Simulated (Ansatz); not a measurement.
Ansatz (a program for electronic structure) job for C2H7ClSi3, SMILES Cl[Si@@H]1C=C[SiH2][SiH2]1, PBE0-D3(BJ)/def2-SVP. 

Ansatz 0.2 input:
```yaml
crystal:
  periodic: [false, false, false]
  atoms:
    - {symbol: Cl, position_ang: [2.40368103, 0.38266677, -0.99067520]}
    - {symbol: Si, position_ang: [1.06412262, 0.03760618, 0.51393663]}
    - {symbol: C, position_ang: [0.23062574, -1.62789899, 0.14939178]}
    - {symbol: C, position_ang: [-1.07875020, -1.76339876, -0.05793058]}
    - {symbol: Si, position_ang: [-2.30734352, -0.31919927, -0.01221422]}
    - {symbol: Si, position_ang: [-0.81907480, 1.39528396, 0.48273485]}
    - {symbol: H, position_ang: [1.89413126, -0.11916075, 1.71396187]}
    - {symbol: H, position_ang: [0.86584653, -2.50683857, 0.09294435]}
    - {symbol: H, position_ang: [-1.47501405, -2.75026465, -0.27322223]}
    - {symbol: H, position_ang: [-3.00803750, -0.28569034, -1.30433406]}
    - {symbol: H, position_ang: [-3.33562017, -0.63815051, 0.98895319]}
    - {symbol: H, position_ang: [-0.78482723, 2.49971112, -0.48357268]}
    - {symbol: H, position_ang: [-1.05816972, 2.05117317, 1.77557885]}
basis:
  gaussian:
    orbitals: def2-SVP
hamiltonian:
  xc: pbe0
  dispersion: d3bj
relax: {f_tol: 0.002, max_steps: 200}
```

Output:

```
WARN ansatz: RAYON_NUM_THREADS=2 ignored (pool sized by the plan → 2); use --threads N
Functional definition: PBE0
integrals: 0.11 GiB planned
1406 factors; integrals over basis functions are off by at most 3.8e-4 eV
mean field: 0.95 GiB planned
mean field evaluation 1: about -38310.3712 eV, gradient 4.0e1 eV
mean field evaluation 2: about -38306.6376 eV, gradient 5.3e1 eV
mean field evaluation 4: about -38314.7445 eV, gradient 1.9e0 eV
mean field evaluation 8: about -38314.7636 eV, gradient 4.5e-2 eV
mean field evaluation 16: about -38314.7636 eV, gradient 3.0e-5 eV
mean field -38314.76360492 eV, -1408.0415918012 hartree, gradient 3.0e-5 eV, S^2 0.000000; 0 other end points of the search recorded, 0 dependent functions left out
the calculation of the forces begins
reference -38314.76363626 eV, -1408.0415929531 hartree; 39, 39 occupied and 96, 96 virtual orbitals, 1406 factors
relax step   1: F+E_penalty+E_count = -38315.17792982 eV  Δ(F+E_penalty+E_count) = +0.000e0 eV  max|allowed force component| = 9.640e-1 eV/Å  Δτ_max = 0.0000 Å  (26 SCF iters, accepted)
these checks for a lower state are left out or cut short: starts, cluster_reference, orbital_swaps, neighbouring_geometries, increment
integrals: 0.11 GiB planned
1406 factors; integrals over basis functions are off by at most 5.1e-4 eV
mean field: 0.96 GiB planned
mean field -38314.89832704 eV, -1408.0465427479 hartree, gradient 2.2e-5 eV, S^2 0.000000; 0 other end points of the search recorded, 0 dependent functions left out
the calculation of the forces begins
reference -38314.89835875 eV, -1408.0465439132 hartree; 39, 39 occupied and 96, 96 virtual orbitals, 1406 factors
relax step   2: F+E_penalty+E_count = -38315.31075144 eV  Δ(F+E_penalty+E_count) = -1.328e-1 eV  max|allowed force component| = 3.522e-1 eV/Å  Δτ_max = 0.1534 Å  (28 SCF iters, accepted)
these checks for a lower state are left out or cut short: starts, cluster_reference, orbital_swaps, neighbouring_geometries, increment
integrals: 0.11 GiB planned
1406 factors; integrals over basis functions are off by at most 4.7e-4 eV
mean field: 0.96 GiB planned
mean field -38314.91440926 eV, -1408.0471337587 hartree, gradient 7.5e-5 eV, S^2 0.000000; 0 other end points of the search recorded, 0 dependent functions left out
the calculation of the forces begins
reference -38314.91444094 eV, -1408.0471349228 hartree; 39, 39 occupied and 96, 96 virtual orbitals, 1406 factors
relax step   3: F+E_penalty+E_count = -38315.32695273 eV  Δ(F+E_penalty+E_count) = -1.620e-2 eV  max|allowed force component| = 1.020e-1 eV/Å  Δτ_max = 0.0625 Å  (27 SCF iters, accepted)
these checks for a lower state are left out or cut short: starts, cluster_reference, orbital_swaps, neighbouring_geometries, increment
integrals: 0.11 GiB planned
1406 factors; integrals over basis functions are off by at most 4.6e-4 eV
mean field: 0.96 GiB planned
mean field evaluation 32: about -38314.9165 eV, gradient 1.7e-5 eV
mean field -38314.91650347 eV, -1408.0472107194 hartree, gradient 7.7e-5 eV, S^2 0.000000; 0 other end points of the search recorded, 0 dependent functions left out
the calculation of the forces begins
reference -38314.91653516 eV, -1408.0472118839 hartree; 39, 39 occupied and 96, 96 virtual orbitals, 1406 factors
relax step   4: F+E_penalty+E_count = -38315.32925673 eV  Δ(F+E_penalty+E_count) = -2.304e-3 eV  max|allowed force component| = 3.104e-2 eV/Å  Δτ_max = 0.0214 Å  (28 SCF iters, accepted)
these checks for a lower state are left out or cut short: starts, cluster_reference, orbital_swaps, neighbouring_geometries, increment
integrals: 0.11 GiB planned
1406 factors; integrals over basis functions are off by at most 4.6e-4 eV
mean field: 0.96 GiB planned
mean field -38314.91660515 eV, -1408.0472144562 hartree, gradient 1.6e-5 eV, S^2 0.000000; 0 other end points of the search recorded, 0 dependent functions left out
the calculation of the forces begins
reference -38314.91663685 eV, -1408.0472156208 hartree; 39, 39 occupied and 96, 96 virtual orbitals, 1406 factors
relax step   5: F+E_penalty+E_count = -38315.32940974 eV  Δ(F+E_penalty+E_count) = -1.530e-4 eV  max|allowed force component| = 5.852e-3 eV/Å  Δτ_max = 0.0067 Å  (24 SCF iters, accepted)
these checks for a lower state are left out or cut short: starts, cluster_reference, orbital_swaps, neighbouring_geometries, increment
integrals: 0.11 GiB planned
1406 factors; integrals over basis functions are off by at most 4.6e-4 eV
mean field: 0.95 GiB planned
mean field -38314.91659536 eV, -1408.0472140964 hartree, gradient 8.7e-6 eV, S^2 0.000000; 0 other end points of the search recorded, 0 dependent functions left out
the calculation of the forces begins
reference -38314.91662706 eV, -1408.0472152611 hartree; 39, 39 occupied and 96, 96 virtual orbitals, 1406 factors
relax step   6: F+E_penalty+E_count = -38315.32944890 eV  Δ(F+E_penalty+E_count) = -3.916e-5 eV  max|allowed force component| = 2.294e-3 eV/Å  Δτ_max = 0.0047 Å  (24 SCF iters, accepted)
these checks for a lower state are left out or cut short: starts, cluster_reference, orbital_swaps, neighbouring_geometries, increment
integrals: 0.11 GiB planned
1406 factors; integrals over basis functions are off by at most 4.6e-4 eV
mean field: 0.95 GiB planned
mean field -38314.91657373 eV, -1408.0472133013 hartree, gradient 2.3e-5 eV, S^2 0.000000; 0 other end points of the search recorded, 0 dependent functions left out
the calculation of the forces begins
reference -38314.91660542 eV, -1408.0472144660 hartree; 39, 39 occupied and 96, 96 virtual orbitals, 1406 factors
relax step   7: F+E_penalty+E_count = -38315.32945392 eV  Δ(F+E_penalty+E_count) = -5.021e-6 eV  max|allowed force component| = 7.049e-4 eV/Å  Δτ_max = 0.0020 Å  (21 SCF iters, accepted)
integrals: 0.11 GiB planned
1406 factors; integrals over basis functions are off by at most 4.6e-4 eV
mean field: 0.95 GiB planned
mean field evaluation 64: about -38314.9166 eV, gradient 9.5e-5 eV
mean field -38314.91657373 eV, -1408.0472133013 hartree, gradient 2.3e-5 eV, S^2 0.000000; 1 other end points of the search recorded, 0 dependent functions left out
the calculation of the forces begins
reference -38314.91660542 eV, -1408.0472144660 hartree; 39, 39 occupied and 96, 96 virtual orbitals, 1406 factors
Total energy: -38315.32948562 eV, -1408.0623875333 hartree
Atom 0 at     2.378468     0.450107    -1.035429 Å, force    -0.000705    -0.000400     0.000302 eV/Å
Atom 1 at     1.042854    -0.004156     0.497775 Å, force     0.000266     0.000669     0.000041 eV/Å
Atom 2 at     0.247519    -1.666946     0.140874 Å, force     0.000634    -0.000193     0.000019 eV/Å
Atom 3 at    -1.078895    -1.799783    -0.061920 Å, force     0.000178    -0.000007    -0.000074 eV/Å
Atom 4 at    -2.286301    -0.345124    -0.012801 Å, force    -0.000321     0.000242     0.000248 eV/Å
Atom 5 at    -0.823077     1.417313     0.498581 Å, force     0.000239    -0.000037     0.000213 eV/Å
Atom 6 at     1.841472    -0.050966     1.757641 Å, force     0.000074     0.000036     0.000160 eV/Å
Atom 7 at     0.886415    -2.560006     0.084632 Å, force    -0.000157    -0.000368    -0.000144 eV/Å
Atom 8 at    -1.476705    -2.803767    -0.270897 Å, force    -0.000130     0.000062    -0.000384 eV/Å
Atom 9 at    -2.985819    -0.206811    -1.327950 Å, force     0.000047     0.000013    -0.000027 eV/Å
Atom 10 at    -3.326729    -0.574241     1.038067 Å, force     0.000085    -0.000093     0.000027 eV/Å
Atom 11 at    -0.737827     2.475148    -0.550387 Å, force    -0.000127    -0.000115    -0.000237 eV/Å
Atom 12 at    -1.089804     2.025072     1.837368 Å, force    -0.000083     0.000190    -0.000142 eV/Å
Dipole moment:    -0.248958    -0.189581     0.170527 e Å
```

The run converged.
